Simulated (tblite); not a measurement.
Species: C7H8ClFSi.
Cartesian coordinates in Å at the GFN2-xTB level; atoms count from 1:
```
atom  x, y, z in Å
C1     1.6628    2.3591    0.7790
C2     0.9721    1.5893    0.1745
C3     0.1519    0.6651   -0.5560
Cl4    0.0662    1.2133   -2.2644
C5     0.5184   -0.7995   -0.4014
Si6    2.0607   -1.7035   -0.9392
F7     1.9832   -3.1634   -0.2607
C8    -0.6365   -1.0905    0.2102
C9    -1.2176    0.2942    0.1101
C10   -2.4602    0.4326   -0.7512
H11    2.2646    3.0324    1.3128
H12    3.2601   -1.0801   -0.4014
H13    2.0735   -1.9479   -2.3734
H14   -1.0372   -1.9931    0.6331
H15   -1.3641    0.8021    1.0683
H16   -3.3159    0.0138   -0.2259
H17   -2.3339   -0.0988   -1.6915
H18   -2.6568    1.4810   -0.9641
```

Method: GFN2-xTB as coded in tblite; computed harmonic values from a numerical Hessian at the method's own geometry, unscaled. Errors from tens to a few hundred cm⁻¹ against measured bands are possible. Modes of hydrogen on silicon can be 10 to 20 % off. One conformer, not necessarily the lowest.

Harmonic wavenumbers (cm⁻¹): 29.3, 74.8, 83.5, 91.2, 123.5, 151.2, 186.5, 210.4, 245.8, 305.6, 378.4, 408.3, 433.3, 481.5, 513.3, 530.6, 559.3, 595.8, 660.1, 662.3, 717.6, 758.6, 807.7, 815.0, 860.2, 901.1, 944.7, 1046.7, 1058.2, 1102.2, 1108.7, 1156.7, 1204.1, 1235.6, 1305.1, 1402.1, 1484.9, 1490.6, 1647.4, 2272.3, 2324.5, 2341.7, 2930.4, 3031.5, 3036.9, 3044.2, 3128.9, 3395.4.

A = 1274, B = 691.6, C = 619.3 MHz; mass 174.007 u (most abundant isotopes); point group C1, symmetry number 1.

Problem. Zero-point energy?

Solution. ½Σν̃ = 26639 cm⁻¹ = 318.67 kJ/mol.

Problem. Give the ideal-gas entropy at 350 K and 1 bar in the rigid-rotor, harmonic-oscillator model (classical rotation).

Solution. Translation 176.53, rotation 130.68, vibration 188.90: S = 496.1 J/(mol K).

Problem. And Cp and H(350 K) − H(0)?

Solution. Cp = 210.94 J/(mol K), of which vibrations give 177.68 (their classical limit is 48 R = 399.1); H(350 K) − H(0) = 45.04 kJ/mol without the zero-point energy, 33.40 from vibrations.

Problem. How do the functions run with temperature in this model?

Solution. 
```json
{"T (K)": "150", "S (J/(mol K))": "360.1", "Cp (J/(mol K))": "119.1", "H − H(0) (kJ/mol)": "11.63", "G − H(0) (kJ/mol)": "-42.38", "ln q(vib)": "4.42"}
{"T (K)": "250", "S (J/(mol K))": "432.5", "Cp (J/(mol K))": "168.1", "H − H(0) (kJ/mol)": "26.02", "G − H(0) (kJ/mol)": "-82.11", "ln q(vib)": "7.90"}
{"T (K)": "298.15", "S (J/(mol K))": "464.0", "Cp (J/(mol K))": "189.7", "H − H(0) (kJ/mol)": "34.64", "G − H(0) (kJ/mol)": "-103.70", "ln q(vib)": "9.53"}
{"T (K)": "400", "S (J/(mol K))": "525.5", "Cp (J/(mol K))": "229.2", "H − H(0) (kJ/mol)": "56.05", "G − H(0) (kJ/mol)": "-154.15", "ln q(vib)": "12.87"}
{"T (K)": "600", "S (J/(mol K))": "629.7", "Cp (J/(mol K))": "284.1", "H − H(0) (kJ/mol)": "107.80", "G − H(0) (kJ/mol)": "-269.99", "ln q(vib)": "19.02"}
{"T (K)": "900", "S (J/(mol K))": "755.1", "Cp (J/(mol K))": "333.8", "H − H(0) (kJ/mol)": "201.15", "G − H(0) (kJ/mol)": "-478.48", "ln q(vib)": "27.22"}
```

q(vib) and H(0) count from the zero-point level.

Problem. Blend soft modes into free rotors: weight 1/[1 + (100 cm⁻¹/ν̃)⁴] for the oscillator and the rest for a rotor with moment μB/(μ + B), μ = h/(8π²ν), B = 10⁻⁴⁴ kg m². What vibrational entropy results?

Solution. 171.82 J/(mol K) in place of 188.90, which changes −T·S at 350 K by +5.98 kJ/mol.

Problem. What must be added to the electronic energy to get the Gibbs energy at 350 K and 1 bar?

Solution. ZPE + [H(350 K) − H(0)] − T·S = 318.67 + 45.04 − 173.64 = 190.07 kJ/mol.

Problem. Which modes carry the vibrational entropy at 350 K?

Solution. 29.3 cm⁻¹: 25.92; 74.8 cm⁻¹: 18.15; 83.5 cm⁻¹: 17.25; 91.2 cm⁻¹: 16.52; 123.5 cm⁻¹: 14.04; 151.2 cm⁻¹: 12.40 J/(mol K); the other 42 give 84.63 together.

Hindered rotation and anharmonicity are outside this model. Other conformers, if any are populated, would add a mixing term that is left out. The structure is chiral; the term R ln 2 for an equal mix with its mirror image is left out.

Hardware: one thread of an Arm Neoverse N1, no GPU, shared host. Cost: 1.6 s of wall time. The figure is for the frequency step alone.
